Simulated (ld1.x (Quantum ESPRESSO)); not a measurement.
# What one change does to a pseudopotential (Ge (Z = 32), TM)

- Element: germanium
- Generator: ld1.x (Quantum ESPRESSO) 7.5
- Type: norm-conserving Troullier–Martins (Kleinman–Bylander form)
- Functional: revPBE
- Relativity: scalar-relativistic
- Frozen core: [Ne] 3s2
- Valence charge: 20
- Reference configuration: 3p6 3d10 4s2 4p2
- Partial waves: 4s (bound): rc 1.90 bohr; 3d (bound): rc 0.80 bohr; 3p (bound): rc 0.80 bohr
- Local potential: the p channel
- Core correction: none

Occupied shells without a wave of their own: 4p. They enter only through the test configuration that unscreens the potential.

Change: local potential the s channel.

Cutoffs: the cutoffs (Ry, on a coarse ladder) from which the occupation-weighted sum of valence levels, in a spherical-Bessel basis at the reference potential, stays within 10 and 1 mRy of its value at 400 Ry; they do not see the model core or the augmentation charge, which bear on the density cutoff. Errors are all-electron minus pseudo energies relative to the spin-unpolarised reference configuration.

What does the change do?

The bound ghost in s disappears; the miss of the reference levels goes from 0.04 to 1.44 eV; of the 7 tests that both files solve, the error grows in 7 and shrinks in 0 by more than 15 % and 0.3 meV (median size 60.6 → 3759.2 meV); the range in which the d phases agree narrows (upper end at the end of the scan → 0.2). In the separable form a ghost depends on how the local part lies against the semilocal potential of the channel, so the choice of the local part can create or remove one.

```csv
quantity,base,changed
"cutoff, loose",over 300 Ry,over 300 Ry
"cutoff, tight",over 300 Ry,over 300 Ry
loose cutoff by channel (10 mRy a level),"s 18 Ry, d 300 Ry, p 100 Ry","p 100 Ry, d 300 Ry, s 12 Ry"
bound ghosts,s,none
"largest miss of a reference level, eV",0.04,1.44
"error for 3p6 3d10 4s2 4p1, meV [ΔE 7.39 eV]",-55,+2158
"error for 3p6 3d10 4s2 4p0, meV [ΔE 22.74 eV]",-143,+5766
"error for 3p6 3d10 4s1 4p0, meV [ΔE 57.36 eV]",-193,+8151
"error for 3p6 3d10 4s0 4p0, meV [ΔE 103.46 eV]",-272,+10717
"error for 3p6 3d10 4s2 4p1.5, meV [ΔE 2.78 eV]",-23,+901
"error for 3p6 3d10 4s2 4p2.3, meV [ΔE -0.87 eV]",+9.8,-367
"error for 3p6 3d10 4s0 4p4, meV [ΔE 16.13 eV]",+61,-3759
s: phases at 2.04 bohr within 0.05 rad from the reference energy up to (Ry; the scan ends near 5),4.3,3.7
p: phases at 2.04 bohr within 0.05 rad from the reference energy up to (Ry; the scan ends near 5),n/a,n/a
d: phases at 2.04 bohr within 0.05 rad from the reference energy up to (Ry; the scan ends near 5),to the end of the scan,0.2
```

Base: The 4p level has no wave, so the channel is fitted at the deeper level alone: the likely source of the large errors. Changed file: These tests converged, but a pseudo level misses the all-electron one widely, so the file describes the atom poorly there or has found another state: 3p6 3d10 4s2 4p1: 4p by 2.9 eV; 3p6 3d10 4s2 4p0: 4s by 2.3 eV; 3p6 3d10 4s1 4p0: empty 4p by 5.5 eV; 3p6 3d10 4s0 4p0: empty 4p by 6.7 eV; 3p6 3d10 4s2 4p1.5: 4p by 2.2 eV; 3p6 3d10 4s0 4p4: 4p by 1.2 eV. The 4p level has no wave, so the channel is fitted at the deeper level alone: the likely source of the large errors. A true bound ghost makes a file unfit for plane-wave use even where its test errors are small: the radial tests pick states by their node count and pass the ghost by.
